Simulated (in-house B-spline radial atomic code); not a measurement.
## Al: [Ne] 3s2 3p(0 up, 1 down)

Computed with an all-electron radial atomic-structure program (B-spline basis): non-relativistic B3LYP, spin-polarised, spherical fractional occupations, point nucleus.

Screening seen three ways: the hydrogenic charge with the same mean radius, Z_r = [3n² - l(l+1)]/(2<r>), the one with the same energy, Z_e = n√(-2ε), and Slater's rules. Values are occupation-weighted means over spin.

```tsv
shell	electrons	ε (eV)	<r> (bohr)	Z_r	Z_e	Slater
1s	2	-1525.3	0.1205	12.45	10.59	12.70
2s	2	-113.09	0.6268	9.57	5.77	8.85
2p	6	-73.68	0.6033	8.29	4.65	8.85
3s	2	-8.554	2.538	5.32	2.38	3.50
3p	1	-2.7754	3.502	3.57	1.35	3.50
```

The least bound orbital is 3p down at -2.775 eV, and it is also the most diffuse (<r> = 3.502 bohr).

Caution: exact exchange at fractional occupations of open shells leaves self-interaction of up to several eV.
